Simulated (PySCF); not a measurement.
Isomers of C3H5Br, one conformer each. Level of theory: core-valence-separated Tamm–Dancoff BHandHLYP/aug-pcX-1 (pcseg-1 on H, def2-SVPD on Br) in PySCF, non-relativistic, gas phase, PBE0-D3(BJ)/def2-SVP geometry. The energies are unshifted.

P. `C(C=C)Br`
Q. `BrC1CC1`

Main lines, eV (oscillator strength):
1. C K: 284.6 (0.058), 285.8 (0.034), 286.1 (0.026), 286.6 (0.034), 286.9 (0.034)
2. C K: 282.4 (0.059), 282.7 (0.059), 284.1 (0.064), 286.0 (0.009), 286.0 (0.014)
Listed: the first five lines at most of each edge with a tenth or more of its strongest line's intensity; roots within 0.03 eV on the same or equivalent atoms are summed. Only the lowest roots were sought, and the top ones are left out.

Question: Which spectrum belongs to which isomer?

Answer: 1 = Q, 2 = P.
- P: first C line listed at 282.4 eV, hole on the terminal =CH2 carbon (1s→π*).
- Q: first C line listed at 284.6 eV, hole on the sp3 C–Br carbon.

Question: What are the ground-state energies of the isomers at BHandHLYP/aug-pcX-1 (pcseg-1 on H, def2-SVPD on Br), relative to the lowest?

Answer: P 0.0, Q 36.6 kJ/mol (electronic energies on these geometries, no dispersion or zero-point terms).
